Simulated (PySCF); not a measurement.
## Radial density of Dy⁶¹⁺ (dysprosium, charge +61)

UHF, [He] 2s2 2p1, 2P determinant. All numbers are calculated (PySCF 2.14, the spin-free X2C one-electron Hamiltonian (Gaussian nucleus), in an uncontracted even-tempered set (19 s from 37 bohr⁻², ratio 2.2; 13 p from 48 bohr⁻², ratio 2.2; 5 d from 180 bohr⁻², ratio 2.4; 5 f from 270 bohr⁻², ratio 2.4; 4 g from 400 bohr⁻², ratio 2.4)).

```tsv
r (bohr)	4πr²ρ (e/bohr)	4πr²(ρα − ρβ)
0.0188	71.05	2.3650
0.0316	37.33	7.1215
0.0532	34.65	12.5401
0.0895	31.55	8.7587
0.151	5.240	1.2732
0.253	0.05185	0.0133
```

Densities and radii are taken from the X2C orbitals without a picture-change correction, which distorts them close to the nucleus.

Spin-orbit coupling, absent here, splits the open shell strongly.
